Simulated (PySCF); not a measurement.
Species: C₃H₉Cl₃Si₂.
Z-matrix (Å and degrees, PBE0-D3(BJ)/def2-SVP geometry), rows numbered from 1:
```
C 
Si  1  1.8781
C   2  1.8780  1  112.20
C   2  1.8784  1  112.05  3  -127.08
Si  2  2.3320  1  106.98  3   116.87
Cl  5  2.0698  2  111.07  1    62.00
Cl  5  2.0691  2  112.02  1   -58.29
Cl  5  2.0695  2  110.93  1  -178.45
H   1  1.1008  2  110.67  3  -173.89
H   1  1.1018  2  110.75  3    66.12
H   1  1.1007  2  110.79  3   -53.97
H   3  1.1008  2  110.80  1    57.01
H   3  1.1009  2  110.65  1   176.88
H   3  1.1018  2  110.77  1   -63.13
H   4  1.1018  2  110.78  1    66.68
H   4  1.1008  2  110.68  1   -53.42
H   4  1.1009  2  110.73  1  -173.27
```

Theory: delta-SCF UKS SCAN, pcX-2 on the ionised atom, pcseg-1 elsewhere, spin-free X2C in PySCF 2.14.0. Vertical ΔSCF values, vacuum level as zero.

Some binding energies are withheld.

```
    atom(s)    bonded to     level  binding energy (eV)
   C1/C3/C4   3 H and Si      C 1s               290.37
        Si2   3 C and Si     Si 1s              1846.16
        Si5  3 Cl and Si     Si 1s              1848.69
        Si2   3 C and Si  Si 2p3/2               106.38
        Si5  3 Cl and Si  Si 2p3/2                    ?
Cl6/Cl7/Cl8           Si     Cl 1s                    ?
Cl6/Cl7/Cl8           Si  Cl 2p3/2                    ?
```

Task: Fill in Cl 2p3/2 for Cl6/Cl7/Cl8.

Result: 205.98 eV (silicon-bound chlorine), with 2p1/2 at 207.63 eV.

Task: What is the Cl 1s binding energy of Cl6/Cl7/Cl8?

Result: 2828.56 eV (silicon-bound chlorine).

Task: What is the Si 2p3/2 binding energy of Si5?

Result: 108.60 eV (chlorine-bound silicon), with 2p1/2 at 109.23 eV. The other listed Si 2p3/2 value is that of Si2; the shift against it is +2.22 eV.

Lowest listed Si 1s: Si2, bonded to 3 C and Si. Highest, 2.53 eV above it: Si5, bonded to 3 Cl and Si. Summing the Pauling electronegativity differences to the bonded atoms, each weighted by its formal bond order, gives +1.95 for the lowest site and +3.78 for the highest.

Task: Which effective nuclear charge Zeff reproduces each element's mean 1s value in the hydrogen-like formula E = 13.606 eV × Zeff²?

Result: C (Z = 6): mean 290.4 eV, Zeff = 4.62, Z − Zeff = 1.38; Si (Z = 14): mean 1847.4 eV, Zeff = 11.65, Z − Zeff = 2.35; Cl (Z = 17): mean 2828.6 eV, Zeff = 14.42, Z − Zeff = 2.58. Means run over the listed sites, weighted by atom count.

Topologically equivalent atoms share the value of their first member; where this conformer doesn't relate them by symmetry, their own values could differ. Spin–orbit coupling isn't in the SCF: each 2p doublet comes from a relaxed spin-free hole plus a matrix of the shell (mean-field spin–orbit coupling and the ground-state 2p splitting), with 2p3/2 averaged over its two sublevels. 2p1/2 minus 2p3/2 (ligand field included): Si 0.63 eV, Cl 1.65 eV. Geometry: PBE0-D3(BJ)/def2-SVP; no solvent, vibrations or thermal averaging.
